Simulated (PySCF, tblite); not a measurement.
One entry of a table of gas-phase calculations, keyed by method. Lists by class give the value and the number of equivalent atoms.

```json
{
 "formula": "C6H11F2NSi",
 "smiles": "C[C@@](CC#N)(CCF)[SiH2]F",
 "inchi": "InChI=1S/C6H11F2NSi/c1-6(10-8,2-4-7)3-5-9/h2-4,10H2,1H3/t6-/m0/s1",
 "charge": 0,
 "multiplicity": 1,
 "geometry_level": "GFN2-xTB",
 "atoms_angstrom": [
  ["C", -0.255, -0.742, 1.6],
  ["C", 0.187, -0.25, 0.219],
  ["C", 1.193, -1.287, -0.329],
  ["C", 1.665, -0.958, -1.647],
  ["N", 2.025, -0.699, -2.701],
  ["C", -1.008, -0.208, -0.744],
  ["C", -2.014, 0.888, -0.443],
  ["F", -1.436, 2.127, -0.627],
  ["Si", 1.06, 1.46, 0.369],
  ["F", 2.475, 1.085, 1.065],
  ["H", 0.602, -0.822, 2.265],
  ["H", -0.964, -0.055, 2.058],
  ["H", -0.728, -1.723, 1.532],
  ["H", 2.059, -1.349, 0.335],
  ["H", 0.725, -2.277, -0.375],
  ["H", -1.54, -1.164, -0.723],
  ["H", -0.64, -0.05, -1.761],
  ["H", -2.367, 0.863, 0.592],
  ["H", -2.868, 0.84, -1.125],
  ["H", 0.418, 2.307, 1.356],
  ["H", 1.401, 2.03, -0.916]
 ],
 "electronic_structure_code": "PySCF",
 "results": {
  "GFN2-xTB geometry": {
   "point_group": "C1",
   "rotational_constants_GHz": [1.221, 0.931, 0.79]
  },
  "PBE0/pcSseg-1 ground state and GIAO shieldings, non-relativistic": {
   "dipole_D": 5.27,
   "homo_eV": -8.63,
   "lumo_eV": 0.5,
   "shift_vs_computed_TMS_C_by_class_ppm": [
    [123.2, 1],
    [83.5, 1],
    [43.1, 1],
    [27.4, 1],
    [26.6, 1],
    [23.3, 1]
   ],
   "shift_vs_computed_TMS_H_by_class_ppm": [
    [5.24, 1],
    [4.91, 1],
    [4.78, 1],
    [4.74, 1],
    [2.83, 1],
    [2.8, 1],
    [1.9, 1],
    [1.18, 3],
    [0.89, 1]
   ],
   "shielding_other_nuclei_by_class_ppm": [
    ["N", -37.8, 1],
    ["F", 393.9, 1],
    ["F", 416.0, 1],
    ["Si", 344.4, 1]
   ],
   "charges_hirshfeld_e_by_atom": [-0.12, -0.06, -0.04, 0.09, -0.22, -0.08, 0.03, -0.08, 0.39, -0.21, 0.05, 0.04, 0.04, 0.06, 0.06, 0.05, 0.04, 0.04, 0.05, -0.08, -0.07]
  },
  "GFN2-xTB harmonic vibrations, gas phase": {
   "strongest_ir_bands_cm-1_km_per_mol_modes": [
    [739.1, 100.1, 1],
    [745.5, 268.1, 1],
    [788.3, 230.7, 1],
    [2377.6, 279.6, 1],
    [2406.0, 66.8, 1],
    [2415.3, 302.8, 1]
   ],
   "zpe_kcal_per_mol": 99.6
  }
 }
}
```

The zero-point energy, half the sum of the 57 harmonic wavenumbers, equals 34840 cm⁻¹ or 417 kJ/mol. The rotational constants make it an asymmetric top with κ = (2B − A − C)/(A − C) = -0.35, nearer the prolate limit (−1). With B = h/(8π²I), that is 505.379 GHz u Å² over I, the principal moments of inertia are 413.8, 543.1 and 639.7 u Å² (most abundant isotopes).

One conformer (not necessarily the lowest) at the GFN2-xTB geometry, without solvent or vibrations. NMR classes are plain means over equivalent atoms (diastereotopic ones count apart unless rotation or inversion swaps them), as if these changed places fast; in this geometry the members of some classes differ.

The values belong to the conformer `[CH3:1][C@@:2]([CH2:3][C:4]#[N:5])([CH2:6][CH2:7][F:8])[SiH2:9][F:10]`: C1–C2–C3–C4 179°, C1–C2–C6–C7 71°, C2–C6–C7–F8 65°, C1–C2–Si9–F10 72°.
